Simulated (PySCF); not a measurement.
Level of theory: PBE-D3(BJ)/def2-TZVP // B3LYP-D3(BJ)/def2-TZVP (PySCF). All species are isolated molecules in the gas phase. One relaxed conformer stands for a flexible species; it need not be the lowest. 

Reference species (SMILES): `S[SeH]` (H–S–Se–H torsion 90°) (neutral, multiplicity 1).

* **S1 oscillator strength**: 0.004
* **HOMO**: -6.02 eV

Changed species: `S=CS` (S–C–S–H torsion 180°) (X = thioformyl; the reference has X = selanyl).

Problem. What does the change do to the S1 oscillator strength and HOMO?

Solution. the S1 oscillator strength hardly moves; the HOMO rises by 0.51 eV, to -5.51 eV.
